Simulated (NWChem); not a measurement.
# C4H4F2; SMILES FC1=C(F)CC1

```xyz
10

F      1.6050     0.0000     1.1240
C      0.6681     0.0000     0.1995
C     -0.6681     0.0000     0.1995
F     -1.6050     0.0000     1.1240
C     -0.7820     0.0000    -1.2940
C      0.7820     0.0000    -1.2940
H     -1.2357     0.8992    -1.7401
H     -1.2357    -0.8992    -1.7401
H      1.2357    -0.8992    -1.7401
H      1.2357     0.8992    -1.7401
```
Atoms are numbered in this order, from 1.

Program: NWChem. The geometry was optimised at PBE0/def2-SVP. Level: PBE/def2-SVP with COSMO at NWChem's default radii, gas-phase geometry; rows give the dielectric constant.

```
dielectric constant  electrostatic solvation energy (kcal/mol)  dipole in solution (D)
-------------------  -----------------------------------------  ----------------------
1.5                                                       -0.5                    1.89
2.0                                                       -0.8                    1.97
4.8                                                       -1.2                    2.12
20.7                                                      -1.5                    2.21
37.5                                                      -1.6                    2.23
```
